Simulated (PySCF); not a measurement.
C₃H₂BrCl.

```xyz
7

Cl    -2.9945     0.8002    -0.7057
C     -2.0003    -0.5454    -0.2022
C     -0.7127    -0.6103    -0.4266
C      0.5720    -0.6794    -0.6388
Br     1.8653    -0.0039     0.5948
H     -2.5576    -1.3309     0.3167
H      1.0240    -1.1236    -1.5295
```

Geometry: B3LYP-D3(BJ)/def2-SVP.

Level of theory: PBE/pcSseg-1 in PySCF. Non-relativistic, no solvent.

Computed absolute GIAO shielding of each atom: isotropic value and principal components (ppm):
```json
[
 {"atom": "Cl1", "σ(iso)": "682.8", "σ11": "543.0", "σ22": "633.8", "σ33": "871.6", "span": "328.6"},
 {"atom": "C2", "σ(iso)": "68.2", "σ11": "2.8", "σ22": "72.4", "σ33": "129.4", "span": "126.6"},
 {"atom": "C3", "σ(iso)": "-35.4", "σ11": "-51.8", "σ22": "-43.5", "σ33": "-11.0", "span": "40.8"},
 {"atom": "C4", "σ(iso)": "72.7", "σ11": "5.2", "σ22": "76.2", "σ33": "136.6", "span": "131.4"},
 {"atom": "Br5", "σ(iso)": "1893.1", "σ11": "1442.0", "σ22": "1577.9", "σ33": "2659.4", "span": "1217.4"},
 {"atom": "H6", "σ(iso)": "24.6", "σ11": "20.0", "σ22": "24.7", "σ33": "29.0", "span": "9.0"},
 {"atom": "H7", "σ(iso)": "24.5", "σ11": "19.3", "σ22": "23.8", "σ33": "30.4", "span": "11.1"}
]
```
